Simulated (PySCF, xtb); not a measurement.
Al(I)(Me)(OH) (CH4AlIO), SMILES [I][Al]([OH])[CH3]. The values are those of a single conformer.

Harmonic wavenumbers (cm⁻¹) from GFN2-xTB in xtb at its own minimum, in rising order: 55, 111, 145, 194, 357, 411, 484, 590, 607, 643, 911, 1291, 1440, 1450, 2948, 2957, 2963, 3771.

Question: What does PBE0-D3(BJ)/def2-SVP in PySCF 2.14.0 give at its own minimum? (Estimate from the structure and the level; the computed values follow.)

Answer: 41, 131, 176, 192, 324, 395, 570, 647, 663, 708, 897, 1209, 1419, 1419, 3055, 3156, 3172, 3981. Paired by order, the mean absolute difference is 70 cm⁻¹ and the zero-point energies are 30.5 and 31.7 kcal/mol.
